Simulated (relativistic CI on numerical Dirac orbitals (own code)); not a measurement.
## What each ingredient does to the levels of Au⁵¹⁺

Base calculation: Dirac-Coulomb-Breit CI, separate exchange-only KLI orbitals for each configuration, a model potential for QED, unscaled Slater integrals.

Configuration list (outside the closed core [Ne]): 3s2.3p6.3d10, 3s2.3p6.3d9.4s, 3s2.3p6.3d9.4p, 3s2.3p6.3d9.4d, 3s2.3p5.3d10.4s, 3s2.3p6.3d9.4f, 3s2.3p5.3d10.4p, 3s2.3p6.3d8.4s2, 3s2.3p5.3d10.4d, 3s2.3p6.3d8.4s.4p, 3s.3p6.3d10.4s, 3s2.3p6.3d9.5s, 3s2.3p5.3d10.4f, 3s2.3p6.3d8.4p2, 3s2.3p6.3d8.4s.4d, 3s2.3p6.3d9.5p. Levels of other configurations are missing.

Variants: (1) one mean potential for all configurations. Shifts of the energy above 3s2.3p6.3d10 1S_0, in eV, for the lowest level and the first level of each name with at least 55 % of one term (blank where a level changes its place among those of its configuration and J or its character, or is not in the variant):

```
                Level     Base   Δ(1)
    3s2.3p6.3d10 1S_0     0.00   0.00
  3s2.3p6.3d9.4s 3D_3  1858.16  -1.07
  3s2.3p6.3d9.4s 1D_2  1860.25  -1.07
  3s2.3p6.3d9.4s 3D_1  1949.57  -1.01
  3s2.3p6.3d9.4s 3D_2  1950.87  -1.01
 3s2.3p6.3d9.4p 3F°_2  2058.41  -1.01
 3s2.3p6.3d9.4p 3F°_4  2112.46  -1.05
 3s2.3p6.3d9.4p 1P°_1  2115.86  -1.03
 3s2.3p6.3d9.4p 3D°_3  2118.17  -1.03
 3s2.3p6.3d9.4p 3P°_0  2200.34  -0.97
  3s2.3p6.3d9.4d 1P_1  2304.74  -1.12
  3s2.3p6.3d9.4d 3G_5  2306.55  -1.11
  3s2.3p6.3d9.4d 3D_3  2311.04  -1.10
  3s2.3p6.3d9.4d 3F_4  2313.13  -1.10
  3s2.3p6.3d9.4d 3P_0  2331.85  -0.95
  3s2.3p6.3d9.4d 3G_3  2367.73  -1.04
3s2.3p5.3d10.4s 3P°_2  2372.65  -1.28
  3s2.3p6.3d9.4d 3F_2  2374.22  -1.02
3s2.3p5.3d10.4s 1P°_1  2376.27  -1.27
  3s2.3p6.3d9.4d 1S_0  2416.00  -0.23
 3s2.3p6.3d9.4f 3P°_0  2471.67  -1.25
 3s2.3p6.3d9.4f 3P°_1  2475.18  -1.24
```

At this charge energies of transitions that change n are usually good to better than 1 %, and those within a shell (Δn = 0) to a few per cent.

Ionisation energy from the two ground configurations alone: base 4880.58 eV. The NIST ASD value (measured) is 4888 eV.

LS names give the leading component of a level, which can be under half, so a name can repeat, a term be missing and a line seem to break the LS rules.
